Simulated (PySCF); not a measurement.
GeO, triplet, geometry from GFN2-xTB (the spin is typed, not shown lowest). Base run: HF/6-311G** (PySCF).

Geometry (Å):
```xyz
2

Ge     0.0000     0.0000    -0.3348
O      0.0000     0.0000     1.3391
```
Charge 0, spin multiplicity 3.
Orbitals are unrestricted.
All else is at PySCF's defaults.

Variants of this job, named by their change:

```
change                                                                                 basis functions       E (Eh)  HOMO (eV)  dipole (D)
-------------------------------------------------------------------------------------  ---------------  -----------  ---------  ----------
base                                                                                                62  -2150.08716      -7.33        2.40
basis = cc-pVTZ-DK; relativity = spin-free X2C; nucleus = Gaussian (with nucmod='G')                73  -2171.92861      -7.32        2.17
basis = cc-pVDZ-DK; relativity = none                                                               41  -2138.15748      -7.25        2.32
basis = cc-pVTZ-DK; relativity = spin-free X2C                                                      73  -2171.94171      -7.32        2.17
basis = cc-pVTZ-DK; relativity = none                                                               73  -2137.06886      -7.38        2.14
basis = cc-pVDZ-DK; relativity = spin-free X2C; nucleus = Gaussian (with nucmod='G')                41  -2171.80129      -7.21        2.35
basis = cc-pVDZ-DK; relativity = spin-free X2C                                                      41  -2171.81292      -7.21        2.35
basis = x2c-TZVPall; relativity = none                                                              79  -2140.56075      -7.39        2.14
basis = x2c-TZVPall; relativity = spin-free X2C                                                     79  -2171.94163      -7.33        2.16
basis = x2c-TZVPall; relativity = spin-free X2C; nucleus = Gaussian (with nucmod='G')               79  -2171.93038      -7.33        2.16
```

Total energies compare only within one method and basis.

Open shells are given as the SCF converged; they aren't shown to be the lowest states, and a large step between rows can be another state.

Basis sets contracted for a relativistic Hamiltonian are a mismatch without it, so the rows without relativity aren't non-relativistic limits. No row has spin-orbit coupling; sets with core potentials leave out the core electrons.
